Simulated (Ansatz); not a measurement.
System: Si₂H₃, charge -1, multiplicity 1. It need not be the lowest isomer of its formula. Whether it binds its extra electron was not tested at this geometry. 
Structure (B3LYP-D3(BJ)/def2-TZVP (Ansatz, an electronic-structure program) minimum search):
```
Si
H 1 1.5037
H 1 1.5050 2 104.17
Si 1 2.1987 2 124.18 3 -180.00
H 4 1.5392 1 90.28 2 -180.00
```
Charge -1, spin multiplicity 1.

Basis-set convergence of Hartree-Fock and CCSD correlation energies (hartree) with Ansatz. Valence correlation only, unless marked. Spin-orbit coupling is left out. Non-relativistic. This anion needs diffuse functions, which these sets lack.

The Hartree-Fock reference is unstable (checked in the largest basis), which strains HF and MP2. 

```csv
basis,functions,E(HF),"E(corr, CCSD)"
cc-pV(D+d)Z,61,-579.55372,-0.24758
cc-pV(T+d)Z,120,-579.57551,-0.29366
cc-pV(Q+d)Z,218,___,___
```

Question: Fill in the missing entries.

Answer: 
- cc-pV(Q+d)Z, E(HF): -579.58476
- cc-pV(Q+d)Z, E(corr, CCSD): -0.30700
